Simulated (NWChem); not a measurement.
System: C₂H₃FOSi; SMILES C#C[Si@H](O)F

NWChem printed, in part:

```
             Northwest Computational Chemistry Package (NWChem) 7.3.0
             --------------------------------------------------------

                             Geometry "geometry" -> ""
                             -------------------------

 Output coordinates in angstroms (scale by  1.889725989 to convert to a.u.)

  No.       Tag          Charge          X              Y              Z
 ---- ---------------- ---------- -------------- -------------- --------------
    1 C                    6.0000     0.06090400    -2.49300200     0.20541100
    2 C                    6.0000     0.01229100    -1.29850500    -0.02108800
    3 Si                  14.0000    -0.02941800     0.49313600    -0.38583300
    4 O                    8.0000     1.23928800     1.26334900     0.32007500
    5 F                    9.0000    -1.43005100     1.05042900     0.20616200
    6 H                    1.0000     0.09991800    -3.55002900     0.40500800
    7 H                    1.0000     0.01781700     0.78567700    -1.82970200
    8 H                    1.0000     1.45964500     1.02132900     1.22468900

 Effective nuclear repulsion energy (a.u.)     209.1234298137

  pbe96 is a nonlocal functional; adding pw91lda local functional.
                              NWChem Property Module
                              ----------------------

  itol2e modified to match energy
  convergence criterion.

                                 NWChem DFT Module
                                 -----------------

 Summary of "ao basis" -> "ao basis" (spherical)
 ------------------------------------------------------------------------------
       Tag                 Description            Shells   Functions and Types
 ---------------- ------------------------------  ------  ---------------------
 C                           6-31g*                  6       14   3s2p1d
 Si                          6-31g*                  8       18   4s3p1d
 O                           6-31g*                  6       14   3s2p1d
 F                           6-31g*                  6       14   3s2p1d
 H                           6-31g*                  2        2   2s

  itol2e modified to match energy
  convergence criterion.

            General Information
            -------------------
          SCF calculation type: DFT
          Wavefunction type:  closed shell.
          No. of atoms     :     8
          No. of electrons :    46
           Alpha electrons :    23
            Beta electrons :    23
          Charge           :     0
          Spin multiplicity:     1
          Use of symmetry is: off; symmetry adaption is: off
          Maximum number of iterations: 150
          AO basis - number of functions:    80
                     number of shells:    38
          Convergence on energy requested:  1.00D-07
          Convergence on density requested:  1.00D-05
          Convergence on gradient requested:  5.00D-04

              XC Information
              --------------
          PerdewBurkeErnzerhof Exchange Functional  1.000
            Perdew 1991 LDA Correlation Functional  1.000 local
           PerdewBurkeErnz. Correlation Functional  1.000 non-local

             Grid Information
             ----------------
          Grid used for XC integration:  fine
          Radial quadrature: Mura-Knowles
          Angular quadrature: Lebedev.
          Tag              B.-S. Rad. Rad. Pts. Rad. Cut. Ang. Pts.
          ---              ---------- --------- --------- ---------
          C                   0.70       70          10.0       590
          Si                  1.10      123          11.0       770
          O                   0.60       70          12.0       590
          F                   0.50       70          12.0       590
          H                   0.35       60          12.0       590
          Grid pruning is: on
          Number of quadrature shells:   583
          Spatial weights used:  Erf1

      Superposition of Atomic Density Guess
      -------------------------------------

 Sum of atomic energies:        -539.75919769

      Non-variational initial energy
      ------------------------------

 Total energy =    -541.396049
 1-e energy   =   -1160.834911
 2-e energy   =     410.315432
 HOMO         =      -0.349030
 LUMO         =       0.015435

   convergence    iter        energy       DeltaE   RMS-Dens  Diis-err
 ---------------- ----- ----------------- --------- --------- ---------
 d= 0,ls=0.0,diis     1   -542.0483686087 -7.51D+02  2.17D-02  9.93D-01
 d= 0,ls=0.0,diis     2   -541.8730852232  1.75D-01  1.35D-02  2.98D+00
 d= 0,ls=0.0,diis     3   -542.1470600243 -2.74D-01  3.90D-03  9.04D-02
 d= 0,ls=0.0,diis     4   -542.1441700701  2.89D-03  2.40D-03  9.57D-02
 d= 0,ls=0.0,diis     5   -542.1563526746 -1.22D-02  6.92D-04  7.09D-03
  Resetting Diis
 d= 0,ls=0.0,diis     6   -542.1572148367 -8.62D-04  1.76D-04  2.57D-04
 d= 0,ls=0.0,diis     7   -542.1572491439 -3.43D-05  1.03D-04  2.33D-05
 d= 0,ls=0.0,diis     8   -542.1572417149  7.43D-06  6.58D-05  1.03D-04
 d= 0,ls=0.0,diis     9   -542.1572514999 -9.78D-06  7.30D-06  4.09D-07
 d= 0,ls=0.0,diis    10   -542.1572515554 -5.56D-08  1.31D-06  1.35D-08

         Total DFT energy =     -542.157251555444
      One electron energy =    -1164.430705126565
           Coulomb energy =      464.693231925288
    Exchange-Corr. energy =      -51.543208167832
 Nuclear repulsion energy =      209.123429813664

 Numeric. integr. density =       45.999999768980

                       DFT Final Molecular Orbital Analysis
                       ------------------------------------

 Vector   21  Occ=2.000000D+00  E=-2.916424D-01
              MO Center=  8.6D-01,  8.8D-01,  2.4D-01, r^2= 2.1D+00
   Bfn.  Coefficient  Atom+Function         Bfn.  Coefficient  Atom+Function
  ----- ------------  ---------------      ----- ------------  ---------------
    49      0.386544  4 O  px                50     -0.358361  4 O  py
    53      0.284772  4 O  px                54     -0.268140  4 O  py
    51     -0.196306  4 O  pz                63      0.181528  5 F  px
    55     -0.139687  4 O  pz                17      0.133440  2 C  px
    67      0.120458  5 F  px                 3      0.104707  1 C  px

 Vector   22  Occ=2.000000D+00  E=-2.611240D-01
              MO Center=  4.7D-02, -1.7D+00,  4.5D-02, r^2= 1.8D+00
   Bfn.  Coefficient  Atom+Function         Bfn.  Coefficient  Atom+Function
  ----- ------------  ---------------      ----- ------------  ---------------
     5      0.401990  1 C  pz                19      0.395947  2 C  pz
     9      0.242015  1 C  pz                23      0.223718  2 C  pz
    78      0.122308  7 H  s                  4      0.073465  1 C  py
    18      0.073583  2 C  py                49      0.066732  4 O  px
    77      0.065781  7 H  s                 41      0.057177  3 Si pz

 Vector   23  Occ=2.000000D+00  E=-2.578758D-01
              MO Center=  1.4D-01, -1.5D+00,  1.2D-01, r^2= 2.6D+00
   Bfn.  Coefficient  Atom+Function         Bfn.  Coefficient  Atom+Function
  ----- ------------  ---------------      ----- ------------  ---------------
     3      0.397590  1 C  px                17      0.383587  2 C  px
     7      0.247535  1 C  px                50      0.209558  4 O  py
    21      0.208172  2 C  px                54      0.156291  4 O  py
    64     -0.099994  5 F  py                68     -0.073343  5 F  py
    49     -0.071986  4 O  px                53     -0.057974  4 O  px

[...]

          -----------------------
          Electric field gradient
          -----------------------

 1 a.u. = 0.324123 10**(16) esu/cm**3  ( or statvolts/cm**2 ) = 0.97174 10**(22) v/m**2

 ------------------------------------------------------------
   Atom      X         Y         Z
 ------------------------------------------------------------
    1 C    0.11509  -4.71109   0.38817
 ------------------------------------------------------------

 Electric field gradient in molecular frame (a.u.)
         XX             YY             ZZ             XY             XZ             YZ
 ------------------------------------------------------------------------------------------
       -0.101578       0.207595      -0.106017      -0.013572       0.000816      -0.064838

 Principal components (a.u.) and orientation
 of principal axis w.r.t. absolute frame                      Asymmetry parameter eta
 --------------------------------------------------------------------------------------
        0.221034      -0.119094      -0.101940                       0.077607

       -0.041721       0.107927       0.993283
        0.980035       0.197848       0.019667
       -0.194396       0.974273      -0.114027

 ------------------------------------------------------------
   Atom      X         Y         Z
 ------------------------------------------------------------
    2 C    0.02323  -2.45382  -0.03985
 ------------------------------------------------------------

 Electric field gradient in molecular frame (a.u.)
         XX             YY             ZZ             XY             XZ             YZ
 ------------------------------------------------------------------------------------------
       -0.116650       0.222299      -0.105649      -0.013564       0.000055      -0.061613

 Principal components (a.u.) and orientation
 of principal axis w.r.t. absolute frame                      Asymmetry parameter eta
 --------------------------------------------------------------------------------------
        0.234001      -0.119374      -0.114627                       0.020290

       -0.038061       0.729750      -0.682654
        0.983228       0.149286       0.104766
       -0.178364       0.667217       0.723193

 ------------------------------------------------------------
   Atom      X         Y         Z
 ------------------------------------------------------------
    3 Si  -0.05559   0.93189  -0.72912
 ------------------------------------------------------------

 Electric field gradient in molecular frame (a.u.)
         XX             YY             ZZ             XY             XZ             YZ
 ------------------------------------------------------------------------------------------
       -0.282821      -0.073579       0.356400       0.038691       0.086136      -0.172177

 Principal components (a.u.) and orientation
 of principal axis w.r.t. absolute frame                      Asymmetry parameter eta
 --------------------------------------------------------------------------------------
        0.423553      -0.312893      -0.110660                       0.477466

        0.097491       0.936167       0.337767
       -0.318926      -0.292099       0.901646
        0.942752      -0.195625       0.270091

 ------------------------------------------------------------
   Atom      X         Y         Z
 ------------------------------------------------------------
    4 O    2.34191   2.38738   0.60485
 ------------------------------------------------------------

 Electric field gradient in molecular frame (a.u.)
         XX             YY             ZZ             XY             XZ             YZ
 ------------------------------------------------------------------------------------------
        0.274120       0.680698      -0.954818      -0.253082      -0.748566       0.261453

 Principal components (a.u.) and orientation
 of principal axis w.r.t. absolute frame                      Asymmetry parameter eta
 --------------------------------------------------------------------------------------
       -1.317287       0.999831       0.317456                       0.518016

        0.416106      -0.592695       0.689615
       -0.065970       0.736713       0.672980
        0.906920       0.325525      -0.267450

 ------------------------------------------------------------
   Atom      X         Y         Z
 ------------------------------------------------------------
    5 F   -2.70240   1.98502   0.38959
 ------------------------------------------------------------

 Electric field gradient in molecular frame (a.u.)
         XX             YY             ZZ             XY             XZ             YZ
 ------------------------------------------------------------------------------------------
       -0.701160       0.370403       0.330757       0.501225       0.492940      -0.262541

 Principal components (a.u.) and orientation
 of principal axis w.r.t. absolute frame                      Asymmetry parameter eta
 --------------------------------------------------------------------------------------
       -1.112733       0.616578       0.496155                       0.108222

        0.862962       0.082979       0.498408
       -0.355241       0.801104       0.481702
       -0.359306      -0.592746       0.720800

 ------------------------------------------------------------
   Atom      X         Y         Z
 ------------------------------------------------------------
    6 H    0.18882  -6.70858   0.76535
 ------------------------------------------------------------

 Electric field gradient in molecular frame (a.u.)
         XX             YY             ZZ             XY             XZ             YZ
 ------------------------------------------------------------------------------------------
        0.158233      -0.299800       0.141567       0.017136      -0.003372       0.086647

 Principal components (a.u.) and orientation
 of principal axis w.r.t. absolute frame                      Asymmetry parameter eta
 --------------------------------------------------------------------------------------
       -0.316843       0.158892       0.157951                       0.002972

       -0.036737       0.990159       0.135042
        0.981889       0.010632       0.189160
       -0.185863      -0.139545       0.972616

 ------------------------------------------------------------
   Atom      X         Y         Z
 ------------------------------------------------------------
    7 H    0.03367   1.48471  -3.45764
 ------------------------------------------------------------

 Electric field gradient in molecular frame (a.u.)
         XX             YY             ZZ             XY             XZ             YZ
 ------------------------------------------------------------------------------------------
        0.076683       0.067842      -0.144526      -0.001683       0.007229       0.043664

 Principal components (a.u.) and orientation
 of principal axis w.r.t. absolute frame                      Asymmetry parameter eta
 --------------------------------------------------------------------------------------
       -0.153392       0.077033       0.076358                       0.004400

       -0.032228       0.913746       0.405006
       -0.193765      -0.403240       0.894345
        0.980519      -0.049653       0.190047

 ------------------------------------------------------------
   Atom      X         Y         Z
 ------------------------------------------------------------
    8 H    2.75833   1.93003   2.31433
 ------------------------------------------------------------

 Electric field gradient in molecular frame (a.u.)
         XX             YY             ZZ             XY             XZ             YZ
 ------------------------------------------------------------------------------------------
        0.195253       0.195133      -0.390387       0.027950      -0.159413       0.170038

 Principal components (a.u.) and orientation
 of principal axis w.r.t. absolute frame                      Asymmetry parameter eta
 --------------------------------------------------------------------------------------
       -0.474971       0.251974       0.222997                       0.061008

        0.233937      -0.600634       0.764534
       -0.248285       0.723374       0.644270
        0.940015       0.340541      -0.020096
```

Level: PBE/6-31G* (spherical d). The geometry was optimised at PBE0/def2-SVP. NWChem prints the field gradient with the sign opposite to the second derivative of the potential.

### Question
Which NWChem input produces such a log?

### Answer
This is not unique; one that fits is the input that was run:
```
start job
memory heap 200 mb stack 900 mb global 1100 mb
geometry units angstroms noautosym nocenter noautoz
  C      0.060904    -2.493002     0.205411
  C      0.012291    -1.298505    -0.021088
  Si    -0.029418     0.493136    -0.385833
  O      1.239288     1.263349     0.320075
  F     -1.430051     1.050429     0.206162
  H      0.099918    -3.550029     0.405008
  H      0.017817     0.785677    -1.829702
  H      1.459645     1.021329     1.224689
end
basis spherical
  C library 6-31g*
  Si library 6-31g*
  O library 6-31g*
  F library 6-31g*
  H library 6-31g*
end
dft
  xc xpbe96 cpbe96
  iterations 150
end
property
  efieldgrad
end
task dft property
```
